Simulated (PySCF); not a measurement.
H6F2Ge3 (SMILES [F][Ge]([F])([GeH3])[GeH3]), singlet, at a GFN2-xTB geometry; PySCF with DF-PBE0/def2-TZVPPD.

The PySCF input:
```python
from pyscf import gto, scf, dft

mol = gto.M(
    atom='''
F    -0.126376   -2.062455    0.163918
Ge   -0.050391   -0.304539   -0.223596
F    -0.296395   -0.447935   -2.002681
Ge    2.315792    0.288407    0.033981
Ge   -2.166205    0.603989    0.619825
H     2.947760    0.668194   -1.272366
H     2.463985    1.476805    0.949122
H     3.115633   -0.826709    0.639388
H    -3.170460   -0.470679    0.907787
H    -2.780452    1.575380   -0.346568
H    -1.945801    1.359092    1.904813
''',
    basis='def2-tzvppd',
    charge=0,
    spin=0,
    verbose=4,
    max_memory=1800,
)

mf = dft.RKS(mol)
mf.xc = 'pbe0'
mf = mf.density_fit(auxbasis='def2-universal-jkfit')
mf.kernel()
```

The log (banner, timings and long lists left out):

```
PySCF version 2.14.0

[INPUT] verbose = 4
[INPUT] num. atoms = 11
[INPUT] num. electrons = 120
[INPUT] charge = 0
[INPUT] spin (= nelec alpha-beta = 2S) = 0
[INPUT] symmetry False subgroup None
[INPUT] Mole.unit = angstrom
[INPUT] Symbol           X                Y                Z      unit          X                Y                Z       unit  Magmom
[INPUT]  1 F     -0.126376000000  -2.062455000000   0.163918000000 AA   -0.238816028718  -3.897475094240   0.309760126886 Bohr   0.0
[INPUT]  2 Ge    -0.050391000000  -0.304539000000  -0.223596000000 AA   -0.095225189143  -0.575495304249  -0.422535202548 Bohr   0.0
[INPUT]  3 F     -0.296395000000  -0.447935000000  -2.002681000000 AA   -0.560105374690  -0.846474471607  -3.784518604870 Bohr   0.0
[INPUT]  4 Ge     2.315792000000   0.288407000000   0.033981000000 AA    4.376212641459   0.545010242407   0.064214783439 Bohr   0.0
[INPUT]  5 Ge    -2.166205000000   0.603989000000   0.619825000000 AA   -4.093534179663   1.141373792250   1.171299495159 Bohr   0.0
[INPUT]  6 H      2.947760000000   0.668194000000  -1.272366000000 AA    5.570459080948   1.262703658078  -2.404423270208 Bohr   0.0
[INPUT]  7 H      2.463985000000   1.476805000000   0.949122000000 AA    4.656256825036   2.790756989388   1.793580638799 Bohr   0.0
[INPUT]  8 H      3.115633000000  -0.826709000000   0.639388000000 AA    5.887693074657  -1.562253594713   1.208268207333 Bohr   0.0
[INPUT]  9 H     -3.170460000000  -0.470679000000   0.907787000000 AA   -5.991301088889  -0.889454402584   1.715468809441 Bohr   0.0
[INPUT] 10 H     -2.780452000000   1.575380000000  -0.346568000000 AA   -5.254292782499   2.977036742117  -0.654918603538 Bohr   0.0
[INPUT] 11 H     -1.945801000000   1.359092000000   1.904813000000 AA   -3.677030982905   2.568311658087   3.599574888511 Bohr   0.0

nuclear repulsion = 1060.36437352276
number of shells = 124
number of NR pGTOs = 542
number of NR cGTOs = 344
basis = def2-tzvppd
ecp = {}

******** <class 'pyscf.df.df_jk.DFRKS'> ********
method = DFRKS
initial guess = minao
damping factor = 0
level_shift factor = 0
DIIS = <class 'pyscf.scf.diis.CDIIS'>
diis_start_cycle = 1
diis_space = 8
diis_damp = 0
SCF conv_tol = 1e-09
SCF conv_tol_grad = None
SCF max_cycles = 50
direct_scf = False
XC library pyscf.dft.libxc version 7.1.2
    S. Lehtola, C. Steigemann, M. J. T. Oliveira, and M. A. L. Marques,  SoftwareX 7, 1–5 (2018)
XC functionals = pbe0
    C. Adamo and V. Barone,  J. Chem. Phys. 110, 6158 (1999)
    M. Ernzerhof and G. E. Scuseria,  J. Chem. Phys. 110, 5029 (1999)
radial grids:
    Treutler-Ahlrichs [JCP 102, 346 (1995); DOI:10.1063/1.469408] (M4) radial grids

becke partition: Becke, JCP 88, 2547 (1988); DOI:10.1063/1.454033
pruning grids: <function nwchem_prune>
grids dens level: 3
symmetrized grids: False
atomic radii adjust function: <function treutler_atomic_radii_adjust>
small_rho_cutoff = 0
Set gradient conv threshold to 3.16228e-05
Initial guess from minao.
tot grids = 149296
******** <class 'pyscf.df.df.DF'> ********
auxbasis = def2-universal-jkfit
init E= -6431.66358789558
  HOMO = -0.279941009683149  LUMO = -0.0677193074974784  gap/eV = 5.77485
cycle= 1 E= -6433.28351108811  delta_E= -1.62  |g|= 1.39  |ddm|= 2.72
  HOMO = -0.227613371113175  LUMO = -0.108697234303222  gap/eV = 3.23587
cycle= 2 E= -6432.71535430828  delta_E= 0.568  |g|=  2.4  |ddm|= 1.95
  HOMO = -0.307243928976462  LUMO = -0.0556392106550757  gap/eV = 6.84651
cycle= 3 E= -6433.48349700187  delta_E= -0.768  |g|= 0.362  |ddm|=  1.3
  HOMO = -0.30283066020376  LUMO = -0.0555432630186068  gap/eV = 6.72903
cycle= 4 E= -6433.49965677017  delta_E= -0.0162  |g|= 0.0489  |ddm|= 0.203
  HOMO = -0.305918881862546  LUMO = -0.0572846289836141  gap/eV = 6.76568
cycle= 5 E= -6433.49988732636  delta_E= -0.000231  |g|= 0.0104  |ddm|= 0.0327
  HOMO = -0.304834618621683  LUMO = -0.0560989821715797  gap/eV = 6.76844
cycle= 6 E= -6433.49991046548  delta_E= -2.31e-05  |g|= 0.00376  |ddm|= 0.00995
  HOMO = -0.304922429810929  LUMO = -0.0561136403151705  gap/eV = 6.77043
cycle= 7 E= -6433.49991181143  delta_E= -1.35e-06  |g|= 0.000703  |ddm|= 0.00245
  HOMO = -0.305031905112166  LUMO = -0.056194100762262  gap/eV = 6.77122
cycle= 8 E= -6433.49991188562  delta_E= -7.42e-08  |g|= 0.000283  |ddm|= 0.000743
  HOMO = -0.305022709199356  LUMO = -0.0561894013119695  gap/eV = 6.77110
cycle= 9 E= -6433.49991189774  delta_E= -1.21e-08  |g|= 0.000139  |ddm|= 0.000221
  HOMO = -0.305017869402292  LUMO = -0.0561865709913737  gap/eV = 6.77104
cycle= 10 E= -6433.4999119006  delta_E= -2.86e-09  |g|= 2.88e-05  |ddm|= 8.2e-05
  HOMO = -0.305018957712775  LUMO = -0.0561869742518878  gap/eV = 6.77106
cycle= 11 E= -6433.49991190078  delta_E= -1.76e-10  |g|= 9.36e-06  |ddm|= 3.48e-05
  HOMO = -0.305018614964702  LUMO = -0.0561869057294442  gap/eV = 6.77106
Extra cycle  E= -6433.49991190077  delta_E= 5.46e-12  |g|= 1.27e-05  |ddm|= 2.06e-05
converged SCF energy = -6433.49991190077
```
